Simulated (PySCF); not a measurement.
Species: C9H16.
Numbering: `[CH:1]#[C:2][CH2:3][C@@H:4]([CH3:5])[CH2:6][CH:7]([CH3:8])[CH3:9]` (hydrogens: H10 on C1; H11, H12 on C3; H13 on C4; H14, H15, H16 on C5; H17, H18 on C6; H19 on C7; H20, H21, H22 on C8; H23, H24, H25 on C9)

The same species was optimised twice, with GFN2-xTB and with PBE0-D3(BJ)/def2-SVP (PySCF), and the same property calculations (PySCF, gas phase) were run on both structures.

```tsv
coordinate	GFN2-xTB	PBE0-D3(BJ)/def2-SVP	change
C1≡C2 (Å)	1.197	1.212	+0.015
C2–C3 (Å)	1.448	1.458	+0.010
C4–C5 (Å)	1.528	1.524	-0.004
C4–C6 (Å)	1.533	1.529	-0.004
C6–C7 (Å)	1.533	1.530	-0.003
C7–C8 (Å)	1.528	1.525	-0.003
C3–C4 (Å)	1.538	1.541	+0.003
C7–C9 (Å)	1.527	1.525	-0.002
C2–C3–C4 (°)	112.3	114.0	+1.7
C3–C4–C5 (°)	109.7	111.1	+1.4
C8–C7–C9 (°)	109.7	110.8	+1.1
C5–C4–C6 (°)	109.6	110.7	+1.1
C6–C7–C8 (°)	109.1	110.1	+1.0
C4–C6–C7 (°)	116.1	116.9	+0.8
C6–C7–C9 (°)	112.2	112.6	+0.4
C3–C4–C6 (°)	112.3	112.6	+0.3
C2–C3–C4–C5 (°)	-66	-68	-2
C3–C4–C6–C7 (°)	58	54	-4
C4–C6–C7–C8 (°)	180	-179	+1
```

Rotational constants: A = 2115, B = 1016, C = 870.8 MHz (GFN2-xTB) against A = 2033, B = 1023, C = 868.4 MHz (PBE0-D3(BJ)/def2-SVP). Point groups within 0.08 Å: C1 and C1.

On the GFN2-xTB structure: HOMO (eV) -7.69 [PBE0/pcSseg-1]; LUMO (eV) 1.05 [PBE0/pcSseg-1]; dipole (D) 0.62 [PBE0/pcSseg-1]; GIAO shielding of C1 (ppm) 109.7 [PBE0/pcSseg-1]; GIAO shielding of C2 (ppm) 100.4 [PBE0/pcSseg-1]; GIAO shielding of C3 (ppm) 162.9 [PBE0/pcSseg-1]; GIAO shielding of C4 (ppm) 155.7 [PBE0/pcSseg-1]; GIAO shielding of C5 (ppm) 163.8 [PBE0/pcSseg-1]; GIAO shielding of C6 (ppm) 140.7 [PBE0/pcSseg-1]; GIAO shielding of C7 (ppm) 158.8 [PBE0/pcSseg-1]; GIAO shielding of C8 (ppm) 160.0 [PBE0/pcSseg-1].

Question: What do these properties become on the PBE0-D3(BJ)/def2-SVP structure?

Answer: 
```csv
property,level,on GFN2-xTB,on PBE0-D3(BJ)/def2-SVP,change
HOMO (eV),PBE0/pcSseg-1,-7.69,-7.62,+0.07
LUMO (eV),PBE0/pcSseg-1,1.05,0.97,-0.08
dipole (D),PBE0/pcSseg-1,0.62,0.63,+0.01
"energy, GFN2-xTB geometry as zero (kcal/mol)",PBE0/pcSseg-1,0.0,-0.9,-0.9
GIAO shielding of C1 (ppm),PBE0/pcSseg-1,109.7,108.0,-1.7
GIAO shielding of C2 (ppm),PBE0/pcSseg-1,100.4,99.7,-0.7
GIAO shielding of C3 (ppm),PBE0/pcSseg-1,162.9,161.2,-1.7
GIAO shielding of C4 (ppm),PBE0/pcSseg-1,155.7,154.6,-1.1
GIAO shielding of C5 (ppm),PBE0/pcSseg-1,163.8,162.1,-1.7
GIAO shielding of C6 (ppm),PBE0/pcSseg-1,140.7,140.4,-0.3
GIAO shielding of C7 (ppm),PBE0/pcSseg-1,158.8,158.2,-0.6
GIAO shielding of C8 (ppm),PBE0/pcSseg-1,160.0,158.4,-1.6
```

The heavy atoms differ by 0.053 Å rms after alignment. Among bonds between heavy atoms C1≡C2 changes most (+0.015 Å). Changes are differences of the printed values. Neither structure is proved a minimum here.

Shape of the structure used: `[CH:1]#[C:2][CH2:3][C@@H:4]([CH3:5])[CH2:6][CH:7]([CH3:8])[CH3:9]`: C2–C3–C4–C5 -68°, C3–C4–C6–C7 54°, C4–C6–C7–C8 -179°.
